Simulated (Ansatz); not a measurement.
## Ligand exchange: C2H3BrO + C2H7NSn → C2H5NO + C2H5BrSn

Species: C2H3BrO (acetyl bromide) `CC(=O)Br`, singlet; C2H7NSn `C[CH2][Sn][NH2]`, singlet; C2H5NO (acetamide) `CC(N)=O`, singlet; C2H5BrSn `C[CH2][Sn][Br]`, singlet. The partners trade Br for NH2: C–Br and Sn–NH2 bonds give way to C–NH2 and Sn–Br.

Shapes, held fixed at every level: PBE0-D4/def2-TZVP. Flexible molecules stand in one conformer, not always the lowest. Programs: Ansatz 0.2.0. The zero-point and thermal change to 298 K, harmonic and unscaled (PBE0-D4/def2-TZVP), is +6.4 kJ/mol.

Task: Estimate ΔH(298 K) of this reaction.

Result: The highest level, CCSD(T)/def2-TZVPP, gives ΔH(298 K) = -130.2 kJ/mol; the levels span -200.4 to -130.2. The column of differences is taken from that level and isn't an error. No measured value is set beside it here. For atoms past krypton def2 sets carry core potentials with scalar relativity. Relativity is left out for Br. Outer-core shells of Br, Sn are correlated, in sets that cover them unevenly. Times are processor times on shared x86 and Arm servers, and rough.

```json
{"level": "HF/def2-SVP", "kind": "Hartree–Fock", "ΔH(298 K) (kJ/mol)": "-200.4", "less CCSD(T)/def2-TZVPP": "-70.2", "CPU time (sum over the molecules)": "–"}
{"level": "PBE-D4/def2-TZVPP", "kind": "GGA", "ΔH(298 K) (kJ/mol)": "-131.0", "less CCSD(T)/def2-TZVPP": "-0.8", "CPU time (sum over the molecules)": "39 s"}
{"level": "r2SCAN0-D4/def2-TZVPP", "kind": "global hybrid", "ΔH(298 K) (kJ/mol)": "-151.6", "less CCSD(T)/def2-TZVPP": "-21.4", "CPU time (sum over the molecules)": "80 s"}
{"level": "wB97M-V/def2-TZVPP", "kind": "range-separated hybrid", "ΔH(298 K) (kJ/mol)": "-144.1", "less CCSD(T)/def2-TZVPP": "-13.9", "CPU time (sum over the molecules)": "2.8 min"}
{"level": "B2PLYP/def2-TZVPP", "kind": "double hybrid", "ΔH(298 K) (kJ/mol)": "-136.7", "less CCSD(T)/def2-TZVPP": "-6.5", "CPU time (sum over the molecules)": "93 s"}
{"level": "CCSD/def2-TZVPP", "kind": "coupled cluster or CI", "ΔH(298 K) (kJ/mol)": "-138.9", "less CCSD(T)/def2-TZVPP": "-8.7", "CPU time (sum over the molecules)": "–"}
{"level": "CCSD(T)/def2-TZVPP", "kind": "coupled cluster or CI", "ΔH(298 K) (kJ/mol)": "-130.2", "less CCSD(T)/def2-TZVPP": "0.0", "CPU time (sum over the molecules)": "43 min"}
```
